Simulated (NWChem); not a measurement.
System: BeCl2; SMILES [Be]([Cl])[Cl]

The following NWChem deck was run.

```
start job
memory heap 200 mb stack 900 mb global 1100 mb
geometry units angstroms noautosym nocenter noautoz
  Be     0.000000     0.000000     0.000000
  Cl     0.000000     0.000000     1.813735
  Cl     0.000000     0.000000    -1.813735
end
basis spherical
  * library def2-svp
end
dft
  xc b3lyp
  iterations 150
end
property
  shielding 2 1 2
end
task dft property
```

The geometry was optimised at PBE-D3(BJ)/def2-SVP. B3LYP is NWChem's, with the RPA form of VWN correlation.

GIAO values for the isolated, static molecule; σ is the absolute isotropic shielding.

Atoms are numbered as in the input.

Question: What results follow from this input? (B3LYP/def2-SVP, GIAO.) Quantities: basis functions; σ Be1 (ppm); σ Cl2 (ppm).

Answer: 
```yaml
number_of_basis_functions: 45
"σ Be1 (ppm)": 103.7
"σ Cl2 (ppm)": 954.1
```
